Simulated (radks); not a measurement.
The numbers below are computed, except where a source is named.
Task: Radial electron density D(r) = 4 pi r^2 rho(r) of an atom or ion with 46 electrons. Code: a radial shooting solver on a logarithmic mesh with Libxc functionals. Model: Dirac Kohn-Sham, LDA (Slater exchange, Perdew-Wang correlation), spin-unpolarised, spherical densities, point nucleus.

| r (bohr) | D(r) (e/bohr) |
|---|---|
| 0.003437 | 10.12 |
| 0.003969 | 12.61 |
| 0.004584 | 15.60 |
| 0.005294 | 19.13 |
| 0.006114 | 23.22 |
| 0.007117 | 28.12 |
| 0.00822 | 33.25 |
| 0.009493 | 38.71 |
| 0.01096 | 44.26 |
| 0.01276 | 49.87 |
| 0.01474 | 54.54 |
| 0.01702 | 58.14 |
| 0.01966 | 60.29 |
| 0.0227 | 60.75 |
| 0.02643 | 59.46 |
| 0.03052 | 57.02 |
| 0.03525 | 54.27 |
| 0.04071 | 52.39 |
| 0.04702 | 52.55 |
| 0.05474 | 55.73 |
| 0.06321 | 61.40 |
| 0.07301 | 68.23 |
| 0.08431 | 73.89 |
| 0.09737 | 75.93 |
| 0.1134 | 72.69 |
| 0.1309 | 65.35 |
| 0.1512 | 56.99 |
| 0.1746 | 51.52 |
| 0.2017 | 51.39 |
| 0.2348 | 55.98 |
| 0.2711 | 60.38 |
| 0.3131 | 59.84 |
| 0.3616 | 52.22 |
| 0.4176 | 39.70 |
| 0.4862 | 26.67 |
| 0.5615 | 19.01 |
| 0.6484 | 16.84 |
| 0.7488 | 17.72 |
| 0.8648 | 18.32 |
| 1.007 | 16.67 |
| 1.163 | 13.24 |
| 1.343 | 9.379 |
| 1.551 | 6.184 |
| 1.805 | 3.926 |
| 2.085 | 2.643 |
| 2.408 | 1.845 |
| 2.781 | 1.281 |
| 3.212 | 0.8398 |
| 3.739 | 0.4830 |
| 4.318 | 0.2501 |
| 4.987 | 0.1109 |
| 5.759 | 0.04116 |
| 6.651 | 0.01247 |
| 7.743 | 0.002746 |
| 8.942 | 0.0004972 |

What is the nuclear charge?

Result: Z = 47. The innermost maximum, from 1s, lies near gamma/Z bohr with gamma = sqrt(1 - (Z/c)^2) = 0.939, here 0.02 bohr (found: 0.0220), and its height grows with Z. The density is that of the silver ion Ag+ in [Kr] 4d7.5 5s1.5 5p1; the configuration itself is not fixed sharply by these data, and Z only to a few units. D(r) has 4 maxima, at r = 0.0220, 0.0966, 0.289, 0.844 bohr, and minima at 0.0434, 0.188, 0.648 bohr, inside which lie 2.04, 11.14, 29.06 electrons.
